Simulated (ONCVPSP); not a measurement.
## What one change does to a pseudopotential (Al (Z = 13), ONCV)

ONCVPSP 4.0.1 input, shortened (lines: element, Z, core and valence counts, functional; n l f; lmax; l rc ep ncon nbas qcut; lloc lpopt rc5 dvloc0; l nproj debl; icmod fcfact rcfact), LDA (Perdew-Wang 92), non-relativistic:

```
  Al 13.00    3    2  -001012      upf
    1    0    2.00
    2    0    2.00
    2    1    6.00
    3    0    2.00
    3    1    1.00
    2
    0    1.70    0.00    4    9    3.30
    1    2.50    0.00    4    8    2.70
    2    2.65    0.36    4    7    3.10
    4    5    1.05    0.00
    0    2    2.80
    1    1    3.10
    2    1    3.90
    3    2.75    1.10
```

Change: s: nbas 7.

Cutoffs: the cutoffs (Ha) at which the residual kinetic energy of the hardest occupied pseudo-wave falls to 1 and 0.1 mHa per electron; they do not see the model core or the augmentation charge, which bear on the density cutoff. Errors are all-electron minus pseudo energies relative to the spin-unpolarised reference configuration.

Task: What does the change do?

Result: The potential gets softer (5.6 Ha and 18 Ha → 5.6 Ha and 13 Ha); the errors of the 4 common tests hardly move; neither file shows a bound ghost.

| quantity | base | changed |
| --- | --- | --- |
| cutoff, loose | 5.6 Ha | 5.6 Ha |
| cutoff, tight | 18 Ha | 13 Ha |
| loose cutoff by channel | s 5.6 Ha, p 2.1 Ha | s 5.6 Ha, p 2.1 Ha |
| bound ghosts | none | none |
| GHOST(+) flags under 300 eV | d at 54.1 eV, s at 95.5 eV | d at 54.1 eV, s at 88.5 eV |
| error for 3s2 3p0, meV [ΔE 5.85 eV] | +2.1 | +2.1 |
| error for 3s1 3p0, meV [ΔE 25.19 eV] | +58 | +59 |
| error for 3s2 3p0.5, meV [ΔE 2.13 eV] | +0.4 | +0.4 |
| error for 3s0 3p3, meV [ΔE 10.43 eV] | +24 | +24 |
| s: phases at 1.73 bohr within 0.05 rad from the reference energy up to (Ha; the scan ends near 5) | 3.3 | 3.3 |
| p: phases at 2.54 bohr within 0.05 rad from the reference energy up to (Ha; the scan ends near 5) | 1.0 | 1.0 |
| d: phases at 2.69 bohr within 0.05 rad from the reference energy up to (Ha; the scan ends near 5) | 1.5 | 1.5 |
| rms error of d²Exc/dni dnj with the model core, mHa | 2.36 | 2.37 |

Base: The cutoffs count occupied waves only; projector 2 of the s channel, the hardest unoccupied one, needs 43 Ha at the loose tolerance. Changed file: The cutoffs count occupied waves only; projector 2 of the s channel, the hardest unoccupied one, needs 51 Ha at the loose tolerance.
